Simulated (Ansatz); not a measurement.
CHN2, SMILES `N#C[NH+]` (excited singlet) (charge 1, multiplicity 1). This singlet is an excited state, 1.19 eV above the relaxed triplet at the level B3LYP/cc-pVTZ // PBE0-D3(BJ)/def2-TZVP (Ansatz, a quantum-chemistry and plane-wave program).

Cartesian coordinates (Å):
```xyz
4

N      1.6826     0.0858     0.0736
C      0.4673     0.0745     0.0968
N     -0.7537     0.1522     0.2494
H     -1.3961    -0.3125    -0.4198
```
Charge +1, spin multiplicity 1.

Frozen-core energies in cc-pVTZ from Ansatz at a geometry from PBE0-D3(BJ)/def2-TZVP; the HF reference has <S^2> = 0.00 (restricted, and unstable towards unrestricted orbitals) and the T1 diagnostic is 0.032.

| level | energy (Ha) |
|---|---|
| HF | -146.91679 |
| MP2 | -147.40647 |
| CCSD | -147.42858 |

Question: Estimate the energies of CCSD(T), CCSDT and CCSDT(Q), and give each level's difference from CCSDT(Q).

Answer: 
```
level     energy (Ha)  difference from CCSDT(Q) (mHa)
--------  -----------  ------------------------------
MP2        -147.40647                           58.33
CCSD       -147.42858                           36.21
CCSD(T)    -147.45990                            4.89
CCSDT      -147.46109                            3.71
CCSDT(Q)   -147.46479                            0.00
```
